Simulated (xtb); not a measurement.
HfO, SMILES [O]=[Hf], multiplicity 1. All values are semi-empirical tight-binding results from xtb (GFN2-xTB unless named), good for trends rather than for accurate numbers. Geometry optimised at GFN2-xTB. The spin state was assumed, not searched.

Optimised geometry:

```xyz
2

Hf     0.0000     0.0000    -0.1731
O      0.0000     0.0000     1.5576
```

For metal compounds this method's bond lengths and energies can be far off.

Problem. Estimate the properties. (The exact figures need the calculation; the answer reports its results.)

Solution. 
| Property | Value |
|---|---|
| point group as xtb finds it | C∞v |
| orbital gap | 1.59 eV |

Problem. Give the atomic charges and the Wiberg bond orders between heavy atoms. (An estimate is asked for; the answer gives what the named calculation found.)

Solution. charges (e) Hf1 0.48, O2 -0.48. Bond orders Hf1–O2 2.41.
